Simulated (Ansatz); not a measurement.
Correlation energies of F2H5NOSi2 (`O[SiH](F)N[SiH2]F`) by basis set

```
atom    x (Å)    y (Å)    z (Å)
  O1  -1.2732   1.1474   1.1611
 Si2   0.3232   0.8541   1.1364
  F3   0.8612   0.3083   2.5348
  N4   0.6912  -0.3633  -0.0153
 Si5  -0.1491  -0.8479  -1.4246
  F6   0.1878   0.0766  -2.6844
  H7  -1.8872   0.4169   1.2506
  H8   0.9770   2.1511   0.9093
  H9   1.5991  -0.7943   0.1066
 H10   0.2747  -2.2197  -1.7801
 H11  -1.6047  -0.7291  -1.1944
```

Total charge 0; spin multiplicity 1. The geometry is a stationary point of PBE0-D4/def2-TZVP. It is one conformer, not always the lowest. Frozen core, restricted reference, Ansatz 0.2.0. CBS rows extrapolate triple and quadruple zeta; past MP2 they add the triple-zeta difference.

```csv
basis,HF (Eh),MP2 corr.,CCSD corr.,(T),CCSD(T) total
def2-TZVPP,-909.41381,-1.18487,-1.21425,-0.03921,-910.66727
def2-QZVPP,-909.44936,-1.28828,–,–,–
CBS(def2),-909.45426,-1.36488,-1.39426,as TZ,-910.88773
```
